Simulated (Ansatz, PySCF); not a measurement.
Stretching the Si1–H2 bond in H3NSi (SMILES N[SiH]) (multiplicity 1 held, fragments rigid). Energies count from the point at 1.530 Å.
Geometry at that point (charge 0, multiplicity 1):
```tsv
atom	x (Å)	y (Å)	z (Å)
Si	-0.2447	0.3910	0.5100
H	-0.5860	1.4739	-0.5153
N	0.3978	-0.6896	-0.6544
H	0.4631	-0.5284	-1.6484
H	0.7649	-1.5931	-0.3951
```

U- levels take the lowest unrestricted solution at each point, which mixes spins at long bonds. Active spaces are followed from a long bond inwards. Curves can end on different states.

Frozen-core correlation. Rows in 3-21G, 6-31G* carry no dispersion term and start afresh at each structure (6-31G* with six Cartesian d functions). MP2/6-31G* freezes PySCF's default core.

Programs: Ansatz (an electronic-structure program); PySCF for 3-21G rows, 6-31G* rows. Values without a source in brackets are computed.

Other levels give for the energy at R = 4.895 Å: U-PBE/cc-pV(T+d)Z 316.1; U-B3LYP/cc-pV(T+d)Z 327.9; U-wB97X-V/cc-pV(T+d)Z 333.4; FIC-MRCISD+Q on CASSCF(2,2)/cc-pV(T+d)Z 328.1 kJ/mol.

Common cheap choices:

```csv
level,energy at R = 4.895 Å (kJ/mol)
R-HF/3-21G,623.8
R-HF/6-31G*,624.2
U-HF/6-31G*,243.7
R-B3LYP/6-31G*,453.8
U-B3LYP/6-31G*,324.9
R-MP2/6-31G*,426.3
```

Doubts at one or more of the structures used: a restricted determinant that unrestricted orbitals would lower (R-HF/3-21G, R-HF/6-31G*, R-B3LYP/6-31G*, R-MP2/6-31G*); a spin-contaminated determinant (U-HF/6-31G*, U-B3LYP/6-31G*, U-PBE/cc-pV(T+d)Z, U-B3LYP/cc-pV(T+d)Z, U-wB97X-V/cc-pV(T+d)Z).
